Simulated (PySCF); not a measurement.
Level of theory: PySCF with M06-2X/def2-TZVP // B3LYP-D3(BJ)/def2-TZVP. Gas-phase values, no solvent. One relaxed conformer stands for a flexible species; it need not be the lowest. Delta-SCF ions had no search for a lower state. Excitations are Tamm–Dancoff values on a coarser integration grid. The basis has no diffuse functions, so Rydberg states are missing or too high.

Reference species (SMILES): `C/C=C\O` (C–C–O–H torsion 0°) (neutral, multiplicity 1).

The vertical ionisation energy (Delta-SCF) is 8.95 eV. The T1 excitation (TDA) comes out as 4.74 eV.

Changed species: `O(C)C=C` (C–C–O–C torsion 0°).

### Question
Predict the effect on the vertical ionisation energy (Delta-SCF) and T1 excitation (TDA).

### Answer
the vertical ionisation energy (Delta-SCF) goes up by 0.21 eV, to 9.16 eV; the T1 excitation (TDA) goes up by 0.08 eV, to 4.82 eV.
